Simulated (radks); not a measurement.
Cs XXV, configuration [Ar] 3d10 4s1.5 4p1 4f0.5 (fractional occupations, a model configuration). All-electron calculation, Dirac Kohn-Sham, BLYP, spin-unpolarised, spherical densities, finite nucleus; open shells are shared between the two j in proportion to 2j + 1; Fermi nuclear charge, rms radius 4.8041 fm. Program: a radial shooting solver on a logarithmic mesh with Libxc functionals.

Normalised radial functions P(r) = r R(r) (large component), r in bohr:

| r | 3d3/2 | 4p1/2 | 4f7/2 |
|---|---|---|---|
| 0.0035 | 0.0004 | 0.0246 | 0.0000 |
| 0.004485 | 0.0008 | 0.0351 | 0.0000 |
| 0.005747 | 0.0014 | 0.0505 | 0.0000 |
| 0.007306 | 0.0027 | 0.0720 | 0.0000 |
| 0.009362 | 0.0052 | 0.1035 | 0.0000 |
| 0.012 | 0.0099 | 0.1477 | 0.0000 |
| 0.01525 | 0.0185 | 0.2057 | 0.0001 |
| 0.01954 | 0.0350 | 0.2835 | 0.0003 |
| 0.02504 | 0.0650 | 0.3783 | 0.0007 |
| 0.03184 | 0.1160 | 0.4785 | 0.0016 |
| 0.0408 | 0.2053 | 0.5714 | 0.0038 |
| 0.05186 | 0.3444 | 0.6173 | 0.0085 |
| 0.06646 | 0.5617 | 0.5698 | 0.0193 |
| 0.08517 | 0.8643 | 0.3749 | 0.0420 |
| 0.1083 | 1.2251 | 0.0284 | 0.0850 |
| 0.1387 | 1.6113 | -0.4310 | 0.1665 |
| 0.1778 | 1.9053 | -0.8181 | 0.3048 |
| 0.226 | 1.9823 | -0.8870 | 0.5078 |
| 0.2896 | 1.7714 | -0.4677 | 0.7857 |
| 0.3712 | 1.3101 | 0.3621 | 1.0892 |
| 0.4718 | 0.7835 | 1.1654 | 1.3126 |
| 0.6046 | 0.3452 | 1.5059 | 1.3410 |
| 0.7686 | 0.1094 | 1.2145 | 1.1019 |
| 0.985 | 0.0208 | 0.6210 | 0.6717 |
| 1.262 | 0.0021 | 0.1914 | 0.2817 |
| 1.605 | 0.0001 | 0.0343 | 0.0767 |
| 2.056 | 0.0000 | 0.0027 | 0.0104 |

3d3/2: eigenvalue -1425.0 eV, 0 radial nodes, <r> = 0.265 bohr, 90 % of the charge inside 0.413 bohr. 4p1/2: eigenvalue -775.04 eV, 2 radial nodes at r = 0.110, 0.336 bohr, <r> = 0.622 bohr, 90 % of the charge inside 0.889 bohr. 4f7/2: eigenvalue -562.98 eV, 0 radial nodes, <r> = 0.629 bohr, 90 % of the charge inside 0.931 bohr.
